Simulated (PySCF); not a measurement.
Species: hexafluoropropylene, C₃F₆.
SMILES: `FC(F)=C(F)C(F)(F)F`

Level: CAM-B3LYP/def2-SVPD in PySCF, non-relativistic, on one gas-phase PBE0-D3(BJ)/def2-SVP geometry that isn't relaxed in the solvent. The solvent is an IEF-PCM continuum (Bondi radii, 1.10 Å for H, scaled by 1.2), and excitations are vertical TDDFT with non-equilibrium linear response and a frozen core. The model holds no explicit solvent molecules, cavitation or dispersion.

Gas-phase singlets (H = HOMO, L = LUMO):

```json
{"state": "S1", "E (eV)": "7.079", "λ (nm)": "175", "f": "0.006", "leading configurations": "H→L+2 47%, H→L+1 40%"}
{"state": "S2", "E (eV)": "7.638", "λ (nm)": "162", "f": "0.032", "leading configurations": "H→L+1 51%, H→L+2 34%"}
{"state": "S3", "E (eV)": "7.641", "λ (nm)": "162", "f": "0.397", "leading configurations": "H→L 92%"}
{"state": "S4", "E (eV)": "9.155", "λ (nm)": "135", "f": "0.005", "leading configurations": "H→L+3 78%, H→L+5 13%"}
{"state": "S5", "E (eV)": "9.560", "λ (nm)": "130", "f": "0.005", "leading configurations": "H-1→L 92%"}
```

Give the list for tetrahydrofuran (ε = 7.426), n² = 1.97.

| state | E (eV) | λ (nm) | f | leading configurations | change by rank (eV) |
| --- | --- | --- | --- | --- | --- |
| S1 | 7.011 | 177 | 0.007 | H→L+2 43%, H→L+1 41% | -0.068 |
| S2 | 7.495 | 165 | 0.478 | H→L 97% | -0.143 |
| S3 | 7.636 | 162 | 0.014 | H→L+1 52%, H→L+2 36% | -0.005 |
| S4 | 8.988 | 138 | 0.004 | H→L+3 80%, H→L+5 11% | -0.167 |
| S5 | 9.594 | 129 | 0.000 | H→L+5 38%, H-1→L 26% | +0.034 |

How does the list change in dichloromethane (ε = 8.93)?

```tsv
state	E (eV)	λ (nm)	f	leading configurations	change by rank (eV)
S1	7.008	177	0.007	H→L+2 43%, H→L+1 41%	-0.071
S2	7.490	166	0.480	H→L 97%	-0.148
S3	7.636	162	0.014	H→L+1 52%, H→L+2 36%	-0.005
S4	8.981	138	0.004	H→L+3 80%, H→L+5 11%	-0.174
S5	9.589	129	0.000	H→L+5 40%, H-1→L 21%	+0.029
```

The ground-state energy changes by -0.066 eV from gas to dichloromethane. By how much does the total energy of gas-phase S4 change?

E(S4) = E(S0) + excitation energy, so it changes by -0.066 − 0.174 = -0.240 eV: it is lowered more than the ground state, which is what a red shift means. This is the vertical state, with the slow part of the continuum still set for S0.

How do the frontier levels move from gas to dichloromethane?

```
orbital  gas (eV)  solvent (eV)  change (eV)
 LUMO+2      1.52          1.65        +0.13
 LUMO+1      0.86          1.06        +0.20
   LUMO      0.42          0.66        +0.24
   HOMO     -9.90         -9.65        +0.25
 HOMO-1    -13.31        -13.18        +0.13
 HOMO-2    -14.06        -13.99        +0.07
 HOMO-3    -14.51        -14.39        +0.12
```

The HOMO–LUMO gap goes from 10.32 to 10.31 eV.

Shape of the structure used: `[F:1][C:2]([F:3])=[C:4]([F:5])[C:6]([F:7])([F:8])[F:9]`: C2–C4–C6–F7 -117°.
